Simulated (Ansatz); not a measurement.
One change: `CB(O)C=O` becomes `CBO`.

Ansatz, PBE0-D4/def2-TZVP geometries, multiplicity 1. Each molecule was computed in one conformer, which needn't be the lowest.

```
                                          property  `CB(O)C=O`
size of the dipole moment (ωB97M-V/def2-TZVPP) / D        1.75
                HOMO energy (PBE0/def2-TZVPP) / eV       -7.35
  size of the dipole moment (B3LYP/def2-TZVPP) / D        1.75
              HOMO–LUMO gap (PBE0/def2-TZVPP) / eV        5.16
               LUMO energy (B3LYP/def2-TZVPP) / eV       -2.45
             HOMO–LUMO gap (B3LYP/def2-TZVPP) / eV        4.71
```

Question: What does the change do to each property? (Estimate.)

Answer: The calculation gave: 
| property | `CBO` | shift |
| --- | --- | --- |
| size of the dipole moment (ωB97M-V/def2-TZVPP) / D | 1.05 | -0.70 |
| HOMO energy (PBE0/def2-TZVPP) / eV | -8.57 | -1.22 |
| size of the dipole moment (B3LYP/def2-TZVPP) / D | 1.05 | -0.70 |
| HOMO–LUMO gap (PBE0/def2-TZVPP) / eV | 8.78 | 3.62 |
| LUMO energy (B3LYP/def2-TZVPP) / eV | -0.05 | 2.40 |
| HOMO–LUMO gap (B3LYP/def2-TZVPP) / eV | 8.33 | 3.62 |

With PBE0 the HOMO falls by 1.22 eV and the LUMO rises by 2.40 eV, so the gap widens by about 3.62 eV. PBE moves the HOMO by -1.29 eV and ωB97M-V by -1.20 eV. The zero-point energy changes by -28.3 kJ/mol with -6 modes. Dipoles are sizes alone; their direction can turn.

B3LYP here is the variant with VWN-RPA as its local correlation; programs differ in this.
